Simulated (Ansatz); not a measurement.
One change: `FC(F)CBr` becomes `C[SiH2]C(F)F`.

Ansatz, PBE0-D4/def2-TZVP geometries, multiplicity 1. Each molecule was computed in one conformer, which needn't be the lowest.

Scalar relativity is left out up to krypton.

```csv
property,`FC(F)CBr`
HOMO–LUMO gap (B3LYP/def2-TZVPP) / eV,7.42
LUMO energy (B3LYP/def2-TZVPP) / eV,-0.54
LUMO energy (PBE/def2-TZVPP) / eV,-1.29
HOMO energy (PBE/def2-TZVPP) / eV,-6.89
size of the dipole moment (ωB97M-V/def2-TZVPP) / D,2.91
HOMO–LUMO gap (ωB97M-V/def2-TZVPP) / eV,12.32
```

Problem. Give the same properties after the change, and the shifts. (Best estimate.)

Solution. The calculation gave: 
```tsv
property	`C[SiH2]C(F)F`	shift
HOMO–LUMO gap (B3LYP/def2-TZVPP) / eV	8.47	1.05
LUMO energy (B3LYP/def2-TZVPP) / eV	0.21	0.75
LUMO energy (PBE/def2-TZVPP) / eV	-0.34	0.95
HOMO energy (PBE/def2-TZVPP) / eV	-6.89	0.00
size of the dipole moment (ωB97M-V/def2-TZVPP) / D	2.53	-0.38
HOMO–LUMO gap (ωB97M-V/def2-TZVPP) / eV	12.79	0.47
```

With PBE0 the HOMO falls by 0.24 eV and the LUMO rises by 0.73 eV, so the gap widens by about 0.97 eV. PBE moves the HOMO by 0.00 eV and ωB97M-V by -0.28 eV. Dipoles are sizes alone; their direction can turn.

B3LYP here is the variant with VWN-RPA as its local correlation; programs differ in this.

Spin–orbit coupling is left out; it splits and shifts lone-pair levels of the heavy atoms by tenths of an eV.
